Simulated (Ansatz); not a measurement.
Wavefunction ladder for Br2ClHSi, SMILES `Cl[SiH](Br)Br`

```json
{"atom": "Cl1", "x (Å)": "-1.865", "y (Å)": "0.766", "z (Å)": "-0.154"}
{"atom": "Si2", "x (Å)": "0.054", "y (Å)": "0.103", "z (Å)": "-0.060"}
{"atom": "Br3", "x (Å)": "0.231", "y (Å)": "-1.804", "z (Å)": "-1.137"}
{"atom": "Br4", "x (Å)": "0.642", "y (Å)": "-0.161", "z (Å)": "2.040"}
{"atom": "H5", "x (Å)": "0.938", "y (Å)": "1.096", "z (Å)": "-0.689"}
```

Total charge 0; spin multiplicity 1. Correlated methods include outer-core shells of Br, which these sets cover unevenly. Scalar relativity is left out up to krypton. The geometry is a stationary point of PBE0-D4/def2-TZVP. Frozen core, restricted reference, Ansatz.

```tsv
basis	HF (Eh)	MP2 corr.
def2-SVP	-5893.12637	-0.68409
def2-TZVPP	-5894.02494	-0.85361
def2-QZVPP	-5894.14546	-1.52066
```

Problem. Estimate the CCSD correlation energy and the (T) correction in each basis where they were run (hartree).

Solution. 
```csv
basis,CCSD corr.,(T)
def2-SVP,-0.70572,-0.01614
def2-TZVPP,-0.88368,-0.03379
```
